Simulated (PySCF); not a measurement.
Point-charge models of `c1c(csc1)B` against its computed dipole.

Coordinates (PBE0-D3(BJ)/def2-SVP, Å) and charges (e) from the PBE0/pcSseg-1 density (PySCF):

| atom | x | y | z | Mulliken | IAO | Hirshfeld | ESP-fitted |
| --- | --- | --- | --- | --- | --- | --- | --- |
| B1 | 1.920 | -0.203 | 0.046 | +0.2400 | -0.0027 | +0.1175 | +0.1832 |
| C2 | 0.412 | 0.056 | -0.019 | -0.2617 | -0.1617 | -0.1020 | +0.0786 |
| C3 | -0.640 | -0.885 | 0.255 | -0.0503 | -0.1515 | -0.0593 | -0.2534 |
| C4 | -1.892 | -0.362 | 0.106 | -0.2750 | -0.3221 | -0.0836 | -0.2178 |
| S5 | -1.826 | 1.295 | -0.374 | +0.2843 | +0.3762 | +0.1261 | +0.0908 |
| C6 | -0.123 | 1.287 | -0.373 | -0.2621 | -0.2667 | -0.0519 | -0.2831 |
| H7 | 2.346 | -1.294 | 0.351 | -0.0273 | +0.0071 | -0.0630 | -0.0944 |
| H8 | 2.696 | 0.689 | -0.211 | -0.0324 | +0.0056 | -0.0638 | -0.1124 |
| H9 | -0.455 | -1.918 | 0.553 | +0.1017 | +0.1639 | +0.0594 | +0.1776 |
| H10 | -2.855 | -0.850 | 0.248 | +0.1417 | +0.1742 | +0.0582 | +0.2093 |
| H11 | 0.429 | 2.190 | -0.634 | +0.1412 | +0.1779 | +0.0626 | +0.2217 |

Question: Form Σ q r in debye for every column and set it beside the full dipole.

Answer: The full density gives (-1.33, 0.17, -0.05) D, 1.35 D in size; dipole vectors point from the negative to the positive end.

```csv
scheme,μx,μy,μz,size (D),share of the full size (%),angle to the full dipole (°)
Mulliken,-0.59,0.57,-0.17,0.84,62,37
IAO,-2.32,1.48,-0.43,2.79,207,26
Hirshfeld,-1.59,0.77,-0.22,1.78,132,19
ESP-fitted,-1.35,0.17,-0.04,1.36,101,0
```

Question: Which set comes closest?

Answer: Length of the difference vector: ESP-fitted 0.01 D, Hirshfeld 0.67 D, Mulliken 0.85 D, IAO 1.68 D. Closest: ESP-fitted. ESP charges are fitted to the potential around the molecule, whose slowest-falling term is the dipole's. 

Question: What is left for the Hirshfeld atoms' own dipoles?

Answer: The Hirshfeld atoms' densities add up to the full density, so μ = Σ q r + Σ (atomic dipoles). The atomic dipoles sum to (-1.33, 0.17, -0.05) − (-1.59, 0.77, -0.22) = (0.26, -0.59, 0.17) D, 0.67 D in size.

Question: With the origin at the mean of the coordinates, (0.001, 0.000, -0.005) Å, which are the largest single terms, by size, of the Mulliken dipole along the direction of the full one?

Answer: S5 +2.72, C4 -2.41, B1 -2.22, H10 +1.84, C2 +0.50 D; all 11 atoms together +0.67 D. The single terms depend on the origin, their sum doesn't.

Question: Give the size of the full dipole in other units.

Answer: 1.35 D = 0.530 au = 0.280 e·Å = 4.49 × 10⁻³⁰ C·m.

Geometry: PBE0-D3(BJ)/def2-SVP; no solvent, vibrations or thermal averaging.

The run behind these numbers computed NMR shieldings as well. The run took 9.6 s on x86-64 server, one thread, on a shared host.
